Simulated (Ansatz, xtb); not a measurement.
# C3H5BClF: which of two isomers lies lower

We compare a, `B[C@@H]1C[C@]1(F)Cl`, a singlet, with b, `BC/C(F)=C\Cl`, a singlet. Both are isolated molecules in the gas phase, relaxed with r2SCAN-D4/def2-SVP; the shapes shown needn't be the lowest conformers.

a (Å):

```xyz
11

C     0.0950   -1.1093   -0.1729
C     0.1924    0.3362    0.4482
C    -0.1593    0.1447   -0.9589
B    -1.0059   -1.9917    0.4385
Cl   -1.7690    0.5541   -1.5575
F     0.7829    0.4507   -1.8802
H    -0.7637   -3.1253    0.7759
H    -2.1011   -1.5256    0.6364
H     1.0768   -1.5346   -0.4122
H     1.2004    0.7015    0.6644
H    -0.5921    0.6308    1.1495
```

b (Å):

```
atom    x (Å)    y (Å)    z (Å)
   C  -1.9277  -0.8017  -1.0112
   C  -2.2709  -1.0964   0.4003
   C  -3.2872  -0.6378   1.1450
   B  -1.8730  -2.0208  -1.9928
  Cl  -4.4437   0.5006   0.5418
   F  -1.4354  -1.9809   0.9785
   H  -1.7342  -1.8040  -3.1727
   H  -1.9197  -3.1586  -1.5951
   H  -2.5403   0.0234  -1.4077
   H  -0.8808  -0.4204  -1.0558
   H  -3.4376  -0.9653   2.1754
```

Problem. Estimate E(b) − E(a) at the level CCSD(T)/def2-SVP + ΔMP2/def2-TZVPP.

Solution. Calculated at CCSD(T)/def2-SVP + ΔMP2/def2-TZVPP: E(b) − E(a) = −0.256 eV, so structure b lies lower.

The same difference at several levels:

```
                             level            geometry  E(b) − E(a) (eV)  departure from the last row (eV)  job, with rough time for the two
                          GFN2-xTB            GFN2-xTB              +0.011                            +0.267              optimisation, 0.31 s
                         HF/STO-3G            GFN2-xTB              +0.126                            +0.383              single point, 0.55 s
      r2SCAN-D4/def2-SVP//GFN2-xTB            GFN2-xTB              −0.159                            +0.097               single point, 3.6 s
                r2SCAN-D4/def2-SVP  r2SCAN-D4/def2-SVP              −0.160                            +0.096                optimisation, 93 s
                       HF/def2-SVP  r2SCAN-D4/def2-SVP              −0.328                            −0.072           part of the CCSD(T) run
                      MP2/def2-SVP  r2SCAN-D4/def2-SVP              −0.089                            +0.168           part of the CCSD(T) run
                  CCSD(T)/def2-SVP  r2SCAN-D4/def2-SVP              −0.191                            +0.065                      single point
CCSD(T)/def2-SVP + ΔMP2/def2-TZVPP  r2SCAN-D4/def2-SVP              −0.256                                                  single point, 47 s
```

As drawn, b has 1 C=C in place of 2 C–C. Structure a has a 3-membered ring, b no ring.

HF/STO-3G puts the two in the other order. GFN2-xTB finds them nearly level. The largest departure from CCSD(T)/def2-SVP + ΔMP2/def2-TZVPP is that of HF/STO-3G, 0.383 eV. The last row adds to CCSD(T) the change of the MP2 difference between the two basis sets, here −0.065 eV.

With thermal terms from frequencies at re-optimised GFN2-xTB minima (ideal gas, soft modes damped towards free rotors, one conformer each, 298.15 K, 1 atm): the zero-point term adds −0.051 eV; ΔH is −0.284 and ΔG −0.349 eV.

The correlated steps freeze 10 core orbitals. Mirror images aren't counted in ΔG. Codes used: Ansatz 0.2.0, xtb 6.7.1; the last row on 2 threads of Intel(R) Xeon(R) Processor @ 2.70GHz on a shared host.
